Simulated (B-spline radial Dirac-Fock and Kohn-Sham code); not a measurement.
## Atomic SCF run for Mo

ΔSCF core binding energies without Breit or QED terms, calculated with a radial finite-basis atomic code. Keys: rel is the Hamiltonian (dirac, or spin-free x2c and nr, where L3 and M5 stand for the whole 2p and 3d shells), method is hf or an exchange,correlation pair (spin-unpolarised, also for the hole states), nuc the nuclear model, radius_factor scales its radius, rmax is the box in bohr, h the logarithmic mesh step, order the B-spline order, points the quadrature points per cell, c_factor scales the speed of light, and damp, ndamp, maxit and tol steer the iteration. The run stops when the commutator error falls below 10·tol·max(1, Z/10), or the numerical noise floor, and the energy has settled to about 1e-8 Ha; the virial ratio is −V/T.

Input (task.json):

```json
{"items": [{"Z": 42, "q": 0, "cfg": [[1, 0, 2], [2, 0, 2], [2, 1, 6], [3, 0, 2], [3, 1, 6], [3, 2, 10], [4, 0, 2], [4, 1, 6], [4, 2, 5], [5, 0, 1]], "A": 98, "rrms": 4.4091, "do": "settings", "holes": ["K", "L3", "M5"],
  "settings": [{"rel": "dirac", "method": "hf", "nuc": "fermi", "radius_factor": 1.0, "rmax": 45.0, "h": 0.3, "order": 8, "points": 10, "c_factor": 1.0, "maxit": 90, "damp": 0.5, "ndamp": 3, "tol": 1e-14}]}]}
```

Command: `python xray2_run.py task.json out`

Ground-state iterations:

```
iter   energy (Ha)        error
   1    -4041.85148784  1.50e+00
   2    -4044.92111942  2.55e-01
   3    -4046.93305137  5.68e-02
   4    -4047.12127117  1.63e-02
   5    -4047.13656080  1.25e-02
   6    -4047.14150966  3.27e-03
   7    -4047.14177663  3.75e-04
   8    -4047.14178096  3.03e-05
   9    -4047.14178102  1.88e-05
  10    -4047.14178103  2.37e-06
  11    -4047.14178103  2.20e-07
  12    -4047.14178103  5.83e-09
```

The ground state converged in 12 iterations, with total energy -4047.14178 Ha, virial ratio 1.96418 and highest orbital energy -5.77 eV. ΔSCF binding energies: K (1s) 20061.3 eV, L3 (2p3/2) 2532.6 eV, M5 (3d5/2) 234.7 eV.

One setting is outside the advised range (tolerance below the noise), but here it does no visible harm: the result matches the run with default settings.
